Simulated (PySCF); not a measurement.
C3H7BFN, SMILES FB1CCCN1. Geometry optimised at PBE-D3(BJ)/def2-SVP. The structure was generated by enumeration, and PubChem lists no compound with its InChIKey, so it may never have been made. The values are those of a single conformer.

All values below come from PySCF with PBE-D3(BJ)/def2-SVP.

Harmonic wavenumbers (cm⁻¹): 161, 213, 353, 425, 516, 588, 617, 757, 816, 854, 888, 953, 984, 1058, 1101, 1129, 1175, 1199, 1243, 1265, 1298, 1333, 1377, 1415, 1447, 1507, 2915, 2965, 2980, 2992, 3039, 3049, 3556. Rotational constants (GHz): 6.730, 2.992, 2.183; symmetry number 1.

Task: Work out the zero-point energy and the ideal-gas rigid-rotor harmonic-oscillator thermochemistry at 298.15 K and 1 atm.

Result: ZPE = ½ Σ hcν = ½ × 46165 cm⁻¹ = 66.00 kcal/mol. H − E(el) = 70.18 kcal/mol. Entropy in cal/(mol K): translation 39.30, rotation 26.39, vibration 9.53, total 75.22. G − E(el) = 47.76 kcal/mol. Cp = 23.46 cal/(mol K).
